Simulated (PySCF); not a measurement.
**Germanium: a sound run and one with changed settings**

Sound run: Ge⁺ [Ar] 3d10 4s2 4p1, Ge²⁺ [Ar] 3d10 4s2. Computed with PySCF 2.14 in 6-31G*, with no relativity, point nucleus. The sound run starts from symmetry-adapted Hartree-Fock orbitals and uses a fine grid where one is needed.

A second run was set up differently.

```csv
species,method,sound run (hartree),changed run (hartree),converged
Ge⁺,UHF,-2074.76210,-2074.76210,yes
Ge⁺,PBE0,-2076.08320,-2066.75290,yes
Ge⁺,r2SCAN,-2076.32148,-2061.56378,yes
Ge²⁺,UHF,-2074.19904,-2074.19904,yes
Ge²⁺,PBE0,-2075.49728,-2066.16403,yes
Ge²⁺,r2SCAN,-2075.72918,-2060.94747,yes
```

Ionisation energy of Ge⁺:

```csv
method,sound run (eV),changed run (eV)
UHF,15.322,15.322
PBE0,15.944,16.024
r2SCAN,16.117,16.771
```

(1) What was changed?
A. a valence shell is frozen
B. radial grid too coarse
C. basis contracted for another Hamiltonian
D. too few SCF iterations

## Answers

(1) B. It used radial step 1.2 in ln r (0.13 in the sound run). A coarse radial grid mis-integrates the density and the exchange-correlation energy, with errors of either sign; Hartree-Fock needs no grid.
